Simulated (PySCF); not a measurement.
Calculated NMR parameters of C=C/C=C/NC(C)=O

```yaml
Formula: C6H9NO
SMILES: C=C/C=C/NC(C)=O
Degrees_of_unsaturation: 3
Carbon_signals: 6
Proton_signals: 7
```

Structure with atom numbers: `[CH2:1]=[CH:2]/[CH:3]=[CH:4]/[NH:5][C:6]([CH3:7])=[O:8]`. Hydrogens are named by the atom that carries them. Ha(C1) is cis to C3; Hb(C1) is trans to C3.

Theoretical values (PySCF 2.14): structure optimised with GFN2-xTB, NMR shieldings at PBE0/pcSseg-1/GIAO. Gas phase, a single conformation, averaged over atoms made equivalent by symmetry, fast rotation or ring inversion, no relativistic terms.

References, each an isolated molecule treated in the same way: TMS for 1H (σ = 31.72 ppm) and 13C (σ = 186.93 ppm); 15N (σ = 267.73 ppm) vs NH3; 17O (σ = 336.08 ppm) vs H2O.

| carbon | δC, type | δH (multiplicity) | HMBC from (2–3 bonds) | span of the C tensor (ppm) |
| --- | --- | --- | --- | --- |
| C1 | 119.2, CH2 | Ha(C1) 5.30 (m); Hb(C1) 5.20 (m) | H(C2), H(C3) | 199 |
| C2 | 143.0, CH | 6.55 (m) | H(C4), H(C3), Ha(C1), Hb(C1) | 227 |
| C3 | 116.5, CH | 5.65 (m) | H(C4), H(C2), Ha(C1), Hb(C1) | 151 |
| C4 | 133.9, CH | 7.31 (m) | H(C2), H(C3) | 197 |
| C6 | 166.8, C | – | H(C4), H(C7) | 171 |
| C7 | 24.5, CH3 | 1.96 (s) | – | 59 |

Other nuclei:
```tsv
atoms	nucleus	environment	δ (ppm)	σ (ppm)
H(N5)	1H	hydrogen on an amide-type nitrogen	6.12	25.60
N5	15N	amide-type nitrogen	163.5	104.3
O8	17O	amide-type carbonyl oxygen	450.1	-114.0
```

- Carbon types of the structure: 1 × C, 3 × CH, 1 × CH2, 1 × CH3, leaving 1 H on heteroatoms.
- δC 166.8: amide carbonyl carbon; lone-pair donation from the attached heteroatom keeps it upfield of a ketone carbonyl.
- δC 143.0: alkene CH; as expected for a trigonal carbon in a double bond.
- δC 133.9: alkene carbon bearing nitrogen; an sp2 carbon of a C=C bond.
- δC 119.2: terminal =CH2 carbon; as expected for a trigonal carbon in a double bond.
- δC 116.5: β carbon of an enol-ether or enamine type C=C.

OH/NH shifts are gas-phase values; hydrogen bonding in solution moves them, usually downfield. Amide-type NH protons are broadened by 14N but still split neighbouring CH signals. Shifts are as computed. Against solution values, carbons near 30 ppm lie about +3 ppm off and those near 130 ppm about +5 ppm. Of 1211 compounds with measured shifts, 218 miss one by over three times the rms of a fit or turn the order of signals round; such compounds aren't used in these exercises. Hydrogen bonding in solution shields acid and N–H amide carbonyl oxygens by tens of ppm. The C=O carbon of an acid or of an amide with N–H lies up to 10 ppm further downfield in solution, through hydrogen bonding that the calculation lacks. Unscaled 17O shifts of doubly bonded oxygen tend to come out too high, by tens of ppm or more. Experimental scales use liquid or dissolved standards, which lie at an offset from isolated NH3 (liquid NH3: subtract about 20 ppm) and H2O (liquid H2O: subtract about 36 ppm). Unscaled 15N shifts of sp2 nitrogen come out 20 to 40 ppm too high even then. Multiplicities follow the n + 1 count of equivalent neighbours, as no J values were calculated; m marks all less simple cases, F and P coupling included.
